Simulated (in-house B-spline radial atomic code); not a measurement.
## TDHF excitations of P5+

Method: TDHF. Computed with an all-electron radial atomic-structure program (B-spline basis): linear response of the closed shell [He] 2s2 2p6 with bare exchange (time-dependent Hartree-Fock); non-relativistic, point nucleus, no spin-orbit coupling, no double excitations, S, P, D and F terms only. Only terms of natural parity with L up to 3 were computed.

Command:
```bash
python run_td.py task.json out
```
Settings (radii: box in bohr, nucleus in fm):
```
Z                        15
electrons                10
configuration            [He] 2s2 2p6
hamiltonian              nr
method                   hf
box_radius               16.35
intervals                50
```

Cost of the run: 0.3 s on 1 thread of Intel(R) Xeon(R) Platinum 8488C (Sapphire Rapids) (shared host).

The lowest states, in the order of their Tamm-Dancoff energies; the method's threshold (minus the highest occupied level) is 222.23 eV. Labels give the largest channel, * marks a mixed state, and oscillator strengths are full-response dipole values. Energies in eV:

| state | full response | Tamm-Dancoff | oscillator strength |
| --- | --- | --- | --- |
| 2p → 3s 3P | 136.67 | 136.73 | - |
| 2p → 3s 1P | 138.14 | 138.16 | 0.248 |
| 2p → 3p 3S | 145.83 | 145.96 | - |
| 2p → 3p 3D | 148.22 | 148.28 | - |
| 2p → 3p 1D | 149.31 | 149.32 | - |
| 2p → 3p 1S | 155.80 | 156.30 | - |
| 2p → 3d 3P | 163.43 | 163.44 | - |
| 2p → 3d 3F | 164.10 | 164.13 | - |
| 2p → 3d 1F | 164.84 | 164.85 | - |
| 2p → 3d 1P | 167.00 | 167.12 | 1.39 |
| 2p → 4s 3P | 180.07 | 180.09 | - |
| 2p → 4s 1P | ? | ? | ? |
| 2p → 4p 3S | 183.35 | 183.38 | - |
| 2p → 4p 3D | 184.31 | 184.33 | - |
| 2p → 4p 1D | 184.66 | 184.66 | - |
| 2p → 4p 1S | ? | ? | - |
| 2p → 4d 3P | 189.65 | 189.66 | - |
| 2p → 4d 3F | 189.89 | 189.91 | - |
| 2p → 4d 1F | 190.21 | 190.21 | - |
| 2p → 4d 1P | 191.19 | 191.24 | 0.529 |
| 2p → 4f 3D | 191.42 | 191.42 | - |
| 2p → 4f 1D | 191.48 | 191.48 | - |

(1) Where does 2p → 4p 1S lie?

(2) Where does 2p → 4s 1P lie?

(3) How large is the singlet-triplet splitting of 2p → 3s (P terms) in Tamm-Dancoff?

(4) What polarisabilities and dispersion coefficient does the method give?

Results:

(1) At 186.81 eV in full response, 186.98 eV in Tamm-Dancoff.

(2) At 180.52 eV in full response, 180.53 eV in Tamm-Dancoff, oscillator strength 0.0468.

(3) 1.44 eV, from the unrounded values.

(4) Dipole 0.106 bohr³, quadrupole 0.0535 bohr⁵, C6 0.06409 hartree·bohr⁶ for two such species.
